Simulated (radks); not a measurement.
The numbers below are computed, except where a source is named.
Problem. Valence configurations of neutral nitrogen (all share [He]). Code: a radial shooting solver on a logarithmic mesh with Libxc functionals. Model: scalar-relativistic Kohn-Sham, PBE, spin-polarised, spherical densities, finite nucleus; open shells are filled with parallel spins first; Fermi nuclear charge, rms radius 2.5582 fm. Order these by energy: 2s0.5 2p4.5; 2p5; 2s1 2p4; 2s2 2p3; 2s1.5 2p3.5.

Solution. From the lowest, in eV above it: 2s2 2p3 0.000; 2s1.5 2p3.5 5.566; 2s1 2p4 11.101; 2s0.5 2p4.5 18.842; 2p5 25.791. NIST lists [He] 2s2 2p3 as the ground configuration; this level of theory agrees among the configurations tried. The energies are those of spherical high-spin densities, not of single terms.
